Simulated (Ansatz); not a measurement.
Consider the redistribution: `O[Si](O)(Cl)[SiH](Cl)Cl` + `OC[SiH2]Cl` → `O[Si](O)(Cl)C[SiH2]Cl` + `O[SiH](Cl)Cl`.

Gas-phase electronic energies from Ansatz, PBE0-D4/def2-TZVP geometries. CCSD(T)/CBS is the MP2 limit (def2-TZVPP, def2-QZVPP) plus CCSD(T) − MP2 in def2-TZVPP, frozen cores. This one scheme is used for every species. DFT in def2-TZVPP. B3LYP here is the variant with VWN-RPA as its local correlation; programs differ in this. One conformer a species, not always the lowest.

`O[Si](O)(Cl)[SiH](Cl)Cl`:

Cartesian coordinates in Å:
```
O 1.686 1.092 -0.270
Si 0.172 0.548 -0.479
O 0.042 -0.085 -1.979
Cl -1.226 2.046 -0.285
Si -0.241 -1.020 1.201
Cl -0.367 -0.096 3.020
Cl -2.047 -1.885 0.739
H 2.061 1.701 -0.911
H -0.837 -0.195 -2.346
H 0.757 -2.107 1.311
```

`OC[SiH2]Cl`:

Z-matrix (Å, degrees):
```
C
Si 1 1.882
O 1 1.416 2 112.1
H 1 1.100 2 110.1 3 -125.4
H 1 1.095 2 109.0 3 118.1
Cl 2 2.067 1 106.0 3 53.7
H 2 1.484 1 112.1 3 171.6
H 2 1.481 1 112.1 3 -63.0
H 3 0.962 1 108.3 2 -54.5
```

`O[Si](O)(Cl)C[SiH2]Cl`:

```xyz
13

O    -1.317    0.073    2.272
Si   -0.834   -0.355    0.781
O    -2.108   -0.226   -0.224
Cl   -0.182   -2.314    0.780
C     0.591    0.724    0.307
Si    1.516    0.242   -1.232
Cl    0.171   -0.195   -2.749
H    -2.098   -0.350    2.633
H    -1.959   -0.461   -1.144
H     1.313    0.727    1.133
H     0.213    1.746    0.197
H     2.340   -0.967   -1.022
H     2.354    1.356   -1.733
```

`O[SiH](Cl)Cl`:

```xyz
6

O     0.526   -0.499   -1.127
Si   -0.057    0.348    0.126
Cl    0.952   -0.087    1.846
Cl   -2.028   -0.074    0.449
H     0.508   -1.458   -1.097
H     0.100    1.770   -0.197
```

| level | ΔE (kJ/mol) | difference from CCSD(T)/CBS |
| --- | --- | --- |
| PBE-D4 | -229.6 | 32.8 |
| r2SCAN-D4 | -257.4 | 5.0 |
| PBE0-D4 | -243.6 | 18.8 |
| B3LYP-D4 | -247.4 | 15.0 |
| ωB97X-V | -252.1 | 10.3 |
| ωB97M-V | -264.6 | -2.2 |
| B2PLYP | -257.1 | 5.3 |
| PBE | -227.1 | 35.3 |
| r2SCAN | -256.9 | 5.5 |
| PBE0 | -241.6 | 20.8 |
| B3LYP | -243.4 | 19.0 |
| HF/def2-TZVPP | -264.1 | -1.7 |
| MP2/def2-TZVPP | -277.1 | -14.7 |
| SCS-MP2/def2-TZVPP | -268.3 | -5.9 |
| CCSD/def2-TZVPP | -263.2 | -0.8 |
| CCSD(T)/def2-TZVPP | -262.1 | 0.3 |
| HF/def2-QZVPP | -265.2 | -2.8 |
| MP2/def2-QZVPP | -277.6 | -15.2 |
| SCS-MP2/def2-QZVPP | -269.1 | -6.7 |
| HF/CBS(def2) | -265.4 | -3.0 |
| MP2/CBS(def2) | -277.4 | -15.0 |
| CCSD/CBS(def2) | -263.5 | -1.1 |
| CCSD(T)/CBS | -262.4 | 0 |

Largest T1 diagnostic among the species: 0.011.

From PBE to PBE0 (25 % exact exchange), in def2-TZVPP and without D4, ΔE moves by −14.5 kJ/mol. The D4 term adds −4.0 kJ/mol with B3LYP and −2.0 kJ/mol with PBE0; it sums over pairs of atoms, weighted by their polarisabilities, and B3LYP, whose exchange is more repulsive, gets the larger term.
